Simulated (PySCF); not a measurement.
Level of theory: PBE-D3(BJ)/def2-TZVP // B3LYP-D3(BJ)/def2-TZVP run with PySCF. All species are isolated molecules in the gas phase. One relaxed conformer stands for a flexible species; it need not be the lowest. Excitations are Tamm–Dancoff values on a coarser integration grid. The basis has no diffuse functions, so Rydberg states are missing or too high.

Reference species (SMILES): `BBCO` (neutral, multiplicity 1).

The LUMO is -2.79 eV. The HOMO is -6.07 eV. The T1 excitation (TDA) comes out as 3.20 eV.

Changed species: `C(B)BO`.

Task: What does the change do to the LUMO, HOMO and T1 excitation (TDA)?

Result: the LUMO increases by 0.28 eV, to -2.51 eV; the HOMO drops by 1.25 eV, to -7.32 eV; the T1 excitation (TDA) rises by 1.30 eV, to 4.50 eV.
